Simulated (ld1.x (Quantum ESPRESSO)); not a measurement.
# Ranking TM potentials for B (Z = 5)

All share these settings but for the change named:

ld1.x (Quantum ESPRESSO) 7.5 input, shortened:

```
&input
   title='B', zed=5., rel=0, dft='PBESOL', iswitch=3,
   config='[He] 2s2 2p1 3d-2'
 /
 &inputp
   pseudotype=2, tm=.true., lloc=2,
   nlcc=.false.
 /
3
2S  1  0   2.00   0.00  1.15  1.15  0.0
2P  2  1   1.00   0.00  2.10  2.10  0.0
3D  3  2  -2.00   0.05  2.00  2.00  0.0
 &test
   configts(1)='2s2 2p1'
 /
```

Cutoff: the first of the cutoffs (Ry, on a coarse ladder) from which the occupation-weighted sum of valence levels, in a spherical-Bessel basis at the reference potential, stays within 10 and 1 mRy of its value at 400 Ry; the density cutoff is not measured.

The base gives 21 Ry.

Of 7 variants that were run, those that failed, showed a ghost or another fault, or gave nearly equal values are left out.

A variant can come out equal or close to the base.

(1) Rank these variants from softest to hardest (loose cutoff).
A. all radii scaled by about 1.30 (s 1.50, p 2.72, d 2.60 bohr)
B. all radii scaled by about 0.84 (s 0.96, p 1.76, d 1.68 bohr)
C. all radii scaled by about 0.93 (s 1.06, p 1.96, d 1.86 bohr)
D. all radii scaled by about 1.20 (s 1.38, p 2.52, d 2.40 bohr)
E. all radii scaled by about 0.79 (s 0.90, p 1.66, d 1.58 bohr)

## Answers

(1) A (18 Ry), D (21 Ry), C (30 Ry), B (70 Ry), E (90 Ry).
